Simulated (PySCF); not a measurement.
3,3,3-trifluoro-2-methylprop-1-ene (C4H5F3), SMILES C=C(C)C(F)(F)F. Atoms are numbered in the order given.

```xyz
12

C     -1.4189     1.3995     0.0000
C     -0.1850     0.8940     0.0000
C      1.0774     1.6954     0.0000
C      0.0147    -0.5978     0.0000
F      0.7147    -0.9850    -1.0757
F      0.7147    -0.9850     1.0757
F     -1.1281    -1.2819     0.0000
H     -2.2986     0.7535     0.0000
H     -1.5784     2.4805     0.0000
H      1.6877     1.4581    -0.8854
H      0.8599     2.7712     0.0000
H      1.6877     1.4581     0.8854
```
Charge 0, spin multiplicity 1.

The structure is a stationary point at PBE0-D3(BJ)/def2-SVP.

Two levels are set side by side: PBE/pcSseg-1 (PySCF) and B3LYP/pcSseg-1 (PySCF). GIAO shifts against CFCl3 (¹⁹F), TMS (¹H), TMS (¹³C) at the same level; non-relativistic, no solvent, atoms listed together averaged. Differences are taken from unrounded values.

```csv
quantity,B3LYP
δ(¹³C) of C1 (ppm),126.3
δ(¹³C) of C2 (ppm),148.2
δ(¹³C) of C3 (ppm),21.0
δ(¹³C) of C4 (ppm),132.7
```

Task: What does PBE give, and how far is it from B3LYP? (Estimate from the structure and the level; the computed values follow.)

Result: 
| quantity | PBE | PBE minus B3LYP |
|---|---|---|
| δ(¹³C) of C1 (ppm) | 123.6 | -2.6 |
| δ(¹³C) of C2 (ppm) | 146.4 | -1.7 |
| δ(¹³C) of C3 (ppm) | 21.6 | 0.6 |
| δ(¹³C) of C4 (ppm) | 135.6 | 2.9 |

Rough cost on one machine, each run with all the roots and properties that it gave: B3LYP against PBE within a factor of 2.
